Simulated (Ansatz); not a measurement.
Start from `[F][Ti]([F])([Cl])[Br]` and change one atom or group to get `[OH][Ti]([F])([F])[Br]`.

Ansatz, PBE0-D4/def2-TZVP geometries, multiplicity 1. Each molecule was computed in one conformer, which needn't be the lowest.

Scalar relativity is left out up to krypton.

```json
{"property": "size of the dipole moment (PBE/def2-TZVPP) / D", "`[F][Ti]([F])([Cl])[Br]`": "0.31"}
{"property": "HOMO energy (PBE/def2-TZVPP) / eV", "`[F][Ti]([F])([Cl])[Br]`": "-8.01"}
{"property": "HOMO energy (ωB97M-V/def2-TZVPP) / eV", "`[F][Ti]([F])([Cl])[Br]`": "-11.45"}
{"property": "HOMO energy (PBE0/def2-TZVPP) / eV", "`[F][Ti]([F])([Cl])[Br]`": "-9.31"}
{"property": "zero-point energy (PBE0-D4/def2-TZVP) / kJ/mol", "`[F][Ti]([F])([Cl])[Br]`": "19.3"}
{"property": "HOMO energy (B3LYP/def2-TZVPP) / eV", "`[F][Ti]([F])([Cl])[Br]`": "-9.05"}
```

Q: What does the change do to each property? (An estimate is asked.)

A: Ansatz gave: 
```
                                      property  `[OH][Ti]([F])([F])[Br]`  shift
size of the dipole moment (PBE/def2-TZVPP) / D                      2.42   2.11
             HOMO energy (PBE/def2-TZVPP) / eV                     -7.60   0.41
         HOMO energy (ωB97M-V/def2-TZVPP) / eV                    -11.10   0.35
            HOMO energy (PBE0/def2-TZVPP) / eV                     -8.93   0.38
zero-point energy (PBE0-D4/def2-TZVP) / kJ/mol                      48.2   28.9
           HOMO energy (B3LYP/def2-TZVPP) / eV                     -8.67   0.38
```

With PBE0 the HOMO rises by 0.38 eV and the LUMO rises by 0.70 eV, so the gap widens by about 0.32 eV. PBE moves the HOMO by 0.41 eV and ωB97M-V by 0.35 eV. The zero-point energy changes by 28.9 kJ/mol with +3 modes. Dipoles are sizes alone; their direction can turn.

B3LYP here is the variant with VWN-RPA as its local correlation; programs differ in this.

Spin–orbit coupling is left out; it splits and shifts lone-pair levels of the heavy atoms by tenths of an eV.
